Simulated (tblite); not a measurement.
Record of a relaxation.

C6H7F2NSi.
SMILES with atom numbers: `[N:1]#[C:2][C@@:3]12[CH2:4][C@@H:5]1[C@@:6]2([SiH3:7])[CH:8]([F:9])[F:10]` (hydrogens: H11, H12 on C4; H13 on C5; H14, H15, H16 on Si7; H17 on C8)

Computed with GFN2-xTB (tblite), gas phase: L-BFGS steps from a force-field or distance-geometry start until the largest atomic force falls under 0.01 eV/Å. 11 of its 147 geometries are shown.

Step 0: E = -827.6073 eV, largest atomic force 2.626 eV/Å
```
atom  x, y, z in Å  |  force x, y, z in eV/Å
N1      1.589   -1.524   -1.541   -1.996   1.184   1.228
C2      0.705   -1.025   -0.961    1.415  -0.558  -0.843
C3     -0.378   -0.432   -0.253    1.130  -1.021  -1.313
C4     -1.792   -0.877   -0.445   -0.252  -0.084   0.417
C5     -1.119   -1.267    0.837    0.281  -0.616  -0.536
C6     -0.395   -0.011    1.171   -0.620   0.826   0.713
Si7    -1.316    1.564    1.641   -0.705   1.014   0.431
C8      0.877   -0.105    1.985   -0.040  -0.669  -0.806
F9      1.783    0.777    1.506    0.069   0.069   0.214
F10     1.422   -1.342    1.835    0.275   0.015   0.203
H11    -2.606   -0.169   -0.433    0.088   0.264   0.130
H12    -1.992   -1.679   -1.156    0.228   0.105   0.086
H13    -0.717   -2.253    1.004   -0.325   0.004   0.371
H14    -0.546    2.756    1.224   -0.100  -0.393   0.050
H15    -2.664    1.629    1.022    0.428  -0.110   0.158
H16    -1.490    1.593    3.129    0.108  -0.134  -0.574
H17     0.732    0.061    3.057    0.016   0.103   0.068
```

Step 15: E = -827.9193 eV, largest atomic force 0.184 eV/Å
```
atom  x, y, z in Å  |  force x, y, z in eV/Å
N1      1.652   -1.360   -1.656   -0.075   0.122   0.024
C2      0.775   -0.991   -1.013    0.055  -0.017  -0.018
C3     -0.317   -0.585   -0.247   -0.106   0.025  -0.053
C4     -1.779   -0.900   -0.421    0.026  -0.002   0.009
C5     -1.079   -1.311    0.828   -0.136   0.022  -0.020
C6     -0.423   -0.001    1.151    0.032  -0.178  -0.036
Si7    -1.347    1.595    1.623    0.024  -0.014  -0.030
C8      0.853   -0.124    1.948    0.069  -0.022   0.034
F9      1.760    0.791    1.523    0.050   0.066   0.028
F10     1.443   -1.335    1.807    0.024  -0.009   0.037
H11    -2.496   -0.093   -0.366    0.028   0.042  -0.103
H12    -2.028   -1.658   -1.154   -0.017  -0.055   0.100
H13    -0.933   -2.274    1.268    0.017  -0.066   0.009
H14    -0.528    2.713    1.199    0.092   0.134  -0.074
H15    -2.672    1.639    1.031   -0.111   0.000  -0.077
H16    -1.486    1.549    3.074    0.003  -0.029   0.104
H17     0.698    0.045    3.024    0.026  -0.021   0.066
```

Step 29: E = -827.9419 eV, largest atomic force 0.085 eV/Å
```
atom  x, y, z in Å  |  force x, y, z in eV/Å
N1      1.658   -1.226   -1.700   -0.030   0.041   0.044
C2      0.774   -0.962   -1.018   -0.025  -0.031  -0.063
C3     -0.328   -0.620   -0.237    0.028  -0.021   0.047
C4     -1.792   -0.910   -0.408    0.003  -0.025  -0.008
C5     -1.106   -1.316    0.848    0.036   0.010   0.014
C6     -0.416   -0.022    1.158    0.008   0.027   0.027
Si7    -1.321    1.596    1.597   -0.005   0.020  -0.010
C8      0.860   -0.140    1.966   -0.016  -0.005  -0.003
F9      1.752    0.805    1.568   -0.013  -0.021   0.033
F10     1.475   -1.337    1.810   -0.005   0.018   0.004
H11    -2.485   -0.081   -0.412   -0.018  -0.002   0.025
H12    -2.057   -1.706   -1.091   -0.023  -0.022  -0.079
H13    -0.994   -2.283    1.295    0.035   0.003   0.002
H14    -0.507    2.717    1.152    0.037   0.010  -0.012
H15    -2.647    1.636    0.994   -0.027   0.002  -0.016
H16    -1.465    1.541    3.053    0.002   0.029   0.017
H17     0.692    0.007    3.046    0.013  -0.034  -0.021
```

Step 44: E = -827.9530 eV, largest atomic force 0.052 eV/Å
```
atom  x, y, z in Å  |  force x, y, z in eV/Å
N1      1.641   -1.082   -1.735   -0.014  -0.003  -0.002
C2      0.748   -0.900   -1.036    0.045  -0.019  -0.017
C3     -0.346   -0.624   -0.223   -0.012   0.001  -0.029
C4     -1.806   -0.948   -0.385   -0.039  -0.013   0.011
C5     -1.098   -1.341    0.863    0.005  -0.013   0.007
C6     -0.430   -0.037    1.176   -0.001   0.029  -0.018
Si7    -1.290    1.621    1.560   -0.016   0.028   0.018
C8      0.839   -0.174    1.990    0.008   0.017   0.019
F9      1.718    0.810    1.676    0.003   0.018  -0.002
F10     1.482   -1.346    1.771    0.007   0.001  -0.005
H11    -2.526   -0.143   -0.369    0.010   0.018   0.013
H12    -2.058   -1.740   -1.080    0.011  -0.008  -0.006
H13    -0.947   -2.301    1.313   -0.012  -0.014  -0.022
H14    -0.433    2.696    1.076   -0.013  -0.040  -0.015
H15    -2.610    1.661    0.937    0.017   0.015   0.011
H16    -1.438    1.652    3.016   -0.001  -0.005  -0.009
H17     0.647   -0.105    3.071    0.002  -0.011   0.047
```

Step 58: E = -827.9548 eV, largest atomic force 0.026 eV/Å
```
atom  x, y, z in Å  |  force x, y, z in eV/Å
N1      1.631   -1.077   -1.749    0.003  -0.006  -0.004
C2      0.746   -0.897   -1.042   -0.015  -0.003   0.010
C3     -0.346   -0.625   -0.222   -0.002  -0.005  -0.005
C4     -1.808   -0.950   -0.380    0.005   0.007  -0.011
C5     -1.094   -1.348    0.863   -0.003  -0.010  -0.015
C6     -0.430   -0.043    1.181   -0.014  -0.006   0.000
Si7    -1.288    1.619    1.556    0.004   0.001  -0.003
C8      0.835   -0.174    2.001   -0.006   0.012  -0.003
F9      1.700    0.832    1.714    0.002   0.009  -0.004
F10     1.501   -1.330    1.762   -0.001   0.012   0.009
H11    -2.528   -0.143   -0.355    0.015   0.001   0.010
H12    -2.061   -1.736   -1.082    0.007   0.000   0.014
H13    -0.942   -2.314    1.301   -0.002   0.014  -0.002
H14    -0.418    2.667    1.038   -0.001   0.010   0.005
H15    -2.609    1.682    0.939    0.002  -0.014   0.005
H16    -1.432    1.664    3.011    0.008   0.004  -0.005
H17     0.636   -0.128    3.085   -0.003  -0.026  -0.001
```

Step 73: E = -827.9562 eV, largest atomic force 0.024 eV/Å
```
atom  x, y, z in Å  |  force x, y, z in eV/Å
N1      1.621   -1.107   -1.762   -0.008   0.005   0.014
C2      0.744   -0.913   -1.047   -0.005  -0.002   0.002
C3     -0.342   -0.629   -0.224   -0.004   0.005  -0.004
C4     -1.806   -0.945   -0.383    0.007  -0.001  -0.005
C5     -1.094   -1.352    0.858    0.001   0.024   0.002
C6     -0.430   -0.047    1.179    0.021   0.005  -0.011
Si7    -1.279    1.621    1.552    0.000  -0.012  -0.002
C8      0.828   -0.171    2.010    0.008  -0.013  -0.001
F9      1.663    0.873    1.773   -0.012  -0.011   0.005
F10     1.534   -1.295    1.739    0.003  -0.001   0.002
H11    -2.517   -0.131   -0.354   -0.002  -0.004   0.002
H12    -2.067   -1.726   -1.086    0.012  -0.010  -0.004
H13    -0.945   -2.320    1.292   -0.007   0.017   0.009
H14    -0.424    2.670    1.014   -0.006   0.000  -0.012
H15    -2.612    1.659    0.959   -0.016   0.010   0.006
H16    -1.393    1.685    3.009    0.001  -0.002   0.005
H17     0.612   -0.173    3.092    0.007  -0.011  -0.010
```

Step 88: E = -827.9584 eV, largest atomic force 0.022 eV/Å
```
atom  x, y, z in Å  |  force x, y, z in eV/Å
N1      1.613   -1.151   -1.769    0.002   0.010   0.010
C2      0.746   -0.936   -1.049    0.016  -0.012  -0.008
C3     -0.334   -0.631   -0.227   -0.001   0.013  -0.001
C4     -1.799   -0.938   -0.391   -0.006  -0.005   0.005
C5     -1.099   -1.338    0.858    0.000   0.002  -0.002
C6     -0.423   -0.039    1.170   -0.009  -0.010   0.016
Si7    -1.271    1.630    1.543    0.000  -0.006   0.003
C8      0.822   -0.178    2.020    0.000  -0.002   0.000
F9      1.611    0.920    1.895    0.002  -0.002  -0.006
F10     1.587   -1.241    1.676    0.003  -0.001   0.002
H11    -2.507   -0.120   -0.374    0.002   0.006   0.001
H12    -2.058   -1.725   -1.089   -0.006   0.000  -0.008
H13    -0.961   -2.303    1.303   -0.003   0.000  -0.003
H14    -0.459    2.675    0.936   -0.006  -0.004  -0.007
H15    -2.636    1.635    1.025   -0.003  -0.003   0.000
H16    -1.317    1.720    3.003    0.011   0.010   0.002
H17     0.581   -0.283    3.091   -0.002   0.004  -0.004
```

Step 102: E = -827.9609 eV, largest atomic force 0.035 eV/Å
```
atom  x, y, z in Å  |  force x, y, z in eV/Å
N1      1.663   -1.145   -1.705   -0.022   0.008  -0.015
C2      0.765   -0.935   -1.022    0.009  -0.009   0.008
C3     -0.334   -0.632   -0.224    0.005   0.010   0.000
C4     -1.800   -0.920   -0.404    0.011   0.004  -0.018
C5     -1.115   -1.342    0.847    0.003  -0.008  -0.003
C6     -0.433   -0.052    1.179    0.008   0.016  -0.014
Si7    -1.274    1.622    1.542   -0.001   0.026   0.002
C8      0.815   -0.192    2.022    0.001   0.003   0.001
F9      1.578    0.926    1.916    0.016  -0.008   0.008
F10     1.599   -1.230    1.648    0.003  -0.003   0.016
H11    -2.494   -0.090   -0.385   -0.003  -0.015   0.002
H12    -2.063   -1.695   -1.113   -0.008  -0.003  -0.001
H13    -0.991   -2.311    1.285   -0.006  -0.012  -0.003
H14    -0.536    2.647    0.816    0.003  -0.006  -0.002
H15    -2.675    1.583    1.130    0.009  -0.014   0.031
H16    -1.197    1.793    2.993   -0.006   0.000  -0.019
H17     0.586   -0.329    3.092   -0.020   0.011   0.007
```

Step 117: E = -827.9684 eV, largest atomic force 0.076 eV/Å
```
atom  x, y, z in Å  |  force x, y, z in eV/Å
N1      1.707   -1.129   -1.680   -0.016  -0.005  -0.015
C2      0.797   -0.927   -1.010    0.001   0.011   0.014
C3     -0.313   -0.623   -0.227   -0.018  -0.011  -0.005
C4     -1.781   -0.886   -0.436    0.020  -0.011  -0.013
C5     -1.121   -1.337    0.820   -0.015   0.044  -0.024
C6     -0.434   -0.056    1.178    0.007  -0.034   0.030
Si7    -1.282    1.614    1.544    0.016   0.010  -0.006
C8      0.791   -0.210    2.046    0.044  -0.026   0.033
F9      1.585    0.889    1.935   -0.009  -0.075   0.007
F10     1.555   -1.279    1.713   -0.003   0.056   0.007
H11    -2.461   -0.042   -0.424    0.025  -0.030   0.045
H12    -2.046   -1.649   -1.158    0.002   0.005  -0.010
H13    -1.019   -2.314    1.249   -0.012   0.026  -0.023
H14    -0.715    2.579    0.609   -0.054   0.008   0.008
H15    -2.728    1.446    1.413    0.003   0.016  -0.016
H16    -0.974    1.942    2.935   -0.002  -0.006  -0.033
H17     0.532   -0.319    3.113    0.012   0.020   0.001
```

Step 131: E = -827.9784 eV, largest atomic force 0.068 eV/Å
```
atom  x, y, z in Å  |  force x, y, z in eV/Å
N1      1.728   -1.090   -1.687   -0.009  -0.001   0.024
C2      0.830   -0.895   -1.000    0.040  -0.001  -0.030
C3     -0.281   -0.606   -0.215   -0.010   0.023  -0.001
C4     -1.747   -0.845   -0.460    0.004   0.002  -0.005
C5     -1.115   -1.339    0.793   -0.010   0.038   0.016
C6     -0.430   -0.069    1.200    0.007   0.014   0.011
Si7    -1.305    1.600    1.530   -0.034   0.012   0.002
C8      0.776   -0.245    2.094    0.014   0.001  -0.004
F9      1.650    0.779    1.915    0.000  -0.012  -0.001
F10     1.464   -1.385    1.840   -0.003   0.002  -0.022
H11    -2.423    0.001   -0.421    0.014   0.023   0.011
H12    -2.004   -1.577   -1.214   -0.021  -0.021  -0.010
H13    -1.032   -2.328    1.195    0.000  -0.002   0.017
H14    -1.018    2.506    0.421    0.004  -0.062   0.028
H15    -2.743    1.353    1.671    0.053  -0.019   0.005
H16    -0.767    2.098    2.795   -0.023   0.003  -0.030
H17     0.510   -0.261    3.164   -0.025   0.000  -0.013
```

Step 146: E = -827.9843 eV, largest atomic force 0.010 eV/Å
```
atom  x, y, z in Å  |  force x, y, z in eV/Å
N1      1.766   -1.105   -1.652    0.007   0.000  -0.003
C2      0.855   -0.895   -0.986   -0.006   0.002   0.003
C3     -0.264   -0.591   -0.218   -0.001   0.002  -0.002
C4     -1.732   -0.804   -0.475    0.000  -0.004   0.003
C5     -1.117   -1.319    0.778   -0.003   0.000   0.003
C6     -0.419   -0.063    1.200   -0.002  -0.001  -0.002
Si7    -1.321    1.589    1.527    0.002  -0.006   0.005
C8      0.772   -0.266    2.108    0.000   0.002  -0.001
F9      1.671    0.739    1.952   -0.006  -0.002  -0.002
F10     1.438   -1.418    1.852   -0.004   0.006   0.003
H11    -2.391    0.056   -0.428    0.005  -0.005  -0.002
H12    -2.003   -1.526   -1.236    0.002   0.002   0.000
H13    -1.052   -2.312    1.175    0.000   0.001   0.000
H14    -1.218    2.410    0.324   -0.001   0.002  -0.001
H15    -2.709    1.264    1.859    0.008   0.005   0.003
H16    -0.669    2.224    2.667    0.001  -0.002  -0.001
H17     0.485   -0.285    3.172   -0.001  -0.001  -0.005
```

Q: Summarise the path.

A: The energy falls by 36.37 kJ/mol from step 0 to step 146; nine tenths of that is first reached at step 35. It falls at every step. The largest force goes from 2.626 to 0.010 eV/Å. Among the bonds C3–C5 changes most, from 1.560 to 1.500 Å; the atoms move by 0.519 Å rms after alignment.

Q: Follow the three bonds and two angles with the largest change from start to end.

A: 
| step | E above end (kJ/mol) | largest force (eV/Å) | C3–C5 (Å) | Si7–H16 (Å) | C3–C6 (Å) | C2–C3–C5 (°) | C3–C5–H13 (°) |
| --- | --- | --- | --- | --- | --- | --- | --- |
| 0 | 36.37 | 2.626 | 1.560 | 1.499 | 1.485 | 119.1 | 114.9 |
| 6 | 15.13 | 0.383 | 1.521 | 1.456 | 1.523 | 121.1 | 122.2 |
| 13 | 7.34 | 0.202 | 1.509 | 1.460 | 1.518 | 129.1 | 130.9 |
| 19 | 5.05 | 0.152 | 1.508 | 1.468 | 1.520 | 132.0 | 130.5 |
| 25 | 4.36 | 0.062 | 1.504 | 1.465 | 1.520 | 133.9 | 131.1 |
| 32 | 3.87 | 0.083 | 1.502 | 1.465 | 1.521 | 134.7 | 131.7 |
| 38 | 3.33 | 0.083 | 1.505 | 1.463 | 1.521 | 135.7 | 131.7 |
| 44 | 3.02 | 0.052 | 1.503 | 1.464 | 1.520 | 136.2 | 131.3 |
| 51 | 2.91 | 0.026 | 1.503 | 1.464 | 1.522 | 136.1 | 131.2 |
| 57 | 2.85 | 0.036 | 1.504 | 1.463 | 1.521 | 136.2 | 131.2 |
| 63 | 2.81 | 0.021 | 1.503 | 1.463 | 1.521 | 136.1 | 131.3 |
| 70 | 2.74 | 0.038 | 1.502 | 1.464 | 1.521 | 136.0 | 131.3 |
| 76 | 2.66 | 0.052 | 1.504 | 1.463 | 1.521 | 136.1 | 130.8 |
| 83 | 2.54 | 0.046 | 1.504 | 1.463 | 1.522 | 135.7 | 131.3 |
| 89 | 2.50 | 0.016 | 1.504 | 1.463 | 1.520 | 135.9 | 131.1 |
| 95 | 2.43 | 0.033 | 1.504 | 1.463 | 1.520 | 135.6 | 131.2 |
| 102 | 2.26 | 0.035 | 1.504 | 1.463 | 1.521 | 135.7 | 131.2 |
| 108 | 2.12 | 0.034 | 1.503 | 1.461 | 1.521 | 135.6 | 131.5 |
| 114 | 1.86 | 0.114 | 1.504 | 1.463 | 1.520 | 135.6 | 131.1 |
| 121 | 1.31 | 0.066 | 1.502 | 1.464 | 1.521 | 136.1 | 131.2 |
| 127 | 0.74 | 0.078 | 1.502 | 1.464 | 1.521 | 136.5 | 131.6 |
| 133 | 0.47 | 0.085 | 1.499 | 1.461 | 1.520 | 136.0 | 130.9 |
| 140 | 0.03 | 0.019 | 1.501 | 1.458 | 1.520 | 136.1 | 131.5 |
| 146 | 0.00 | 0.010 | 1.500 | 1.459 | 1.521 | 135.9 | 131.4 |

What follows is the cost of the whole relaxation. The run took 2.0 s on Arm Neoverse N1, one thread, no GPU (shared host).
